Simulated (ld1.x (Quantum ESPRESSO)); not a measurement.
**PBEsol TM dataset for rhenium, scalar-relativistic all-electron reference.**

| Item | Value |
| --- | --- |
| Element | rhenium (Re) |
| Generator | ld1.x (Quantum ESPRESSO) 7.5 |
| Type | norm-conserving Troullier–Martins (Kleinman–Bylander form) |
| Functional | PBEsol |
| Relativity | scalar-relativistic |
| Frozen core | [Xe] 4f14 |
| Valence charge | 7 |
| Reference configuration | 5d5 6s2 6p0 |
| Partial waves | 6p (bound, empty): rc 3.15 bohr; 5d (bound): rc 1.55 bohr; 6s (bound): rc 2.00 bohr |
| Local potential | the s channel |
| Core correction | a·sin(br)/r model core, default radius (core density twice the valence density) |

* Cutoffs needed: 35 Ry and 60 Ry (the cutoffs (Ry, on a coarse ladder) from which the occupation-weighted sum of valence levels, in a spherical-Bessel basis at the reference potential, stays within 10 and 1 mRy of its value at 400 Ry)
* Ghost test: no extra level below or beside the all-electron valence levels (p, d, s, f tested) (spherical-Bessel basis up to 400 Ry, 20 bohr box)
* Largest excitation error: -182 meV (all-electron minus pseudo) for 5d4 6s0 6p0, out of 7 test configurations
